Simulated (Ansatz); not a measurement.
Two isomers of C3H7BO: A = `CB(C)C=O`, B = `C=COBC`.

Program: Ansatz. Geometries: PBE0-D4/def2-TZVP. ΔE: electronic, gas phase. CBS: MP2 limit from def2 TZ/QZ plus the TZ coupled-cluster correction, frozen cores. DFT in def2-TZVPP. One conformer a species, not always the lowest.

(1) Which is lower in electronic energy at CCSD(T)/CBS, and by how much? (Estimate.)

(2) Give E(B) − E(A) in kJ/mol with CCSD/def2-TZVPP, B2PLYP, PBE-D4, r2SCAN-D4, ωB97M-V, CCSD(T)/def2-TZVPP, MP2/def2-TZVPP. (Best estimate.)

Largest T1 diagnostic: 0.014.

## Answers

(1) Ansatz gave: B, by 75.9 kJ/mol.

(2) Ansatz gave: CCSD/def2-TZVPP -73.6, B2PLYP -72.5, PBE-D4 -64.1, r2SCAN-D4 -69.4, ωB97M-V -72.5, CCSD(T)/def2-TZVPP -74.4, MP2/def2-TZVPP -73.9. None reverses the order clearly.

From PBE to PBE0 (25 % exact exchange), in def2-TZVPP and without D4, E(B) − E(A) moves by −3.9 kJ/mol.
